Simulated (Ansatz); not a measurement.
`[F][Zn][GaH2]` and `[F][Zn][Br]` differ in one atom or group.

Ansatz, PBE0-D4/def2-TZVP geometries, multiplicity 1. 

Scalar relativity is left out up to krypton.

```
                                                                                  property  `[F][Zn][GaH2]`
                                                        LUMO energy (PBE0/def2-TZVPP) / eV            -2.70
                                                       HOMO–LUMO gap (PBE/def2-TZVPP) / eV             3.36
                                                     LUMO energy (ωB97M-V/def2-TZVPP) / eV            -0.97
                                        size of the dipole moment (ωB97M-V/def2-TZVPP) / D             2.65
ideal-gas entropy at 298 K and 1 bar (rigid rotor, harmonic PBE0-D4/def2-TZVP) / J/(mol·K)              315
                                                         HOMO energy (PBE/def2-TZVPP) / eV            -6.82
```

(1) Give the same properties after the change, and the shifts. (Best estimate.)

Results:

(1) Computed: 
```json
{"property": "LUMO energy (PBE0/def2-TZVPP) / eV", "`[F][Zn][Br]`": "-1.85", "shift": "0.85"}
{"property": "HOMO–LUMO gap (PBE/def2-TZVPP) / eV", "`[F][Zn][Br]`": "4.80", "shift": "1.44"}
{"property": "LUMO energy (ωB97M-V/def2-TZVPP) / eV", "`[F][Zn][Br]`": "-0.07", "shift": "0.90"}
{"property": "size of the dipole moment (ωB97M-V/def2-TZVPP) / D", "`[F][Zn][Br]`": "0.89", "shift": "-1.76"}
{"property": "ideal-gas entropy at 298 K and 1 bar (rigid rotor, harmonic PBE0-D4/def2-TZVP) / J/(mol·K)", "`[F][Zn][Br]`": "282", "shift": "-33"}
{"property": "HOMO energy (PBE/def2-TZVPP) / eV", "`[F][Zn][Br]`": "-7.59", "shift": "-0.77"}
```

With PBE0 the HOMO falls by 1.07 eV and the LUMO rises by 0.85 eV, so the gap widens by about 1.92 eV. PBE moves the HOMO by -0.77 eV and ωB97M-V by -1.26 eV. The zero-point energy changes by -32.4 kJ/mol with -5 modes. Dipoles are sizes alone; their direction can turn.

Spin–orbit coupling is left out; it splits and shifts lone-pair levels of the heavy atoms by tenths of an eV.
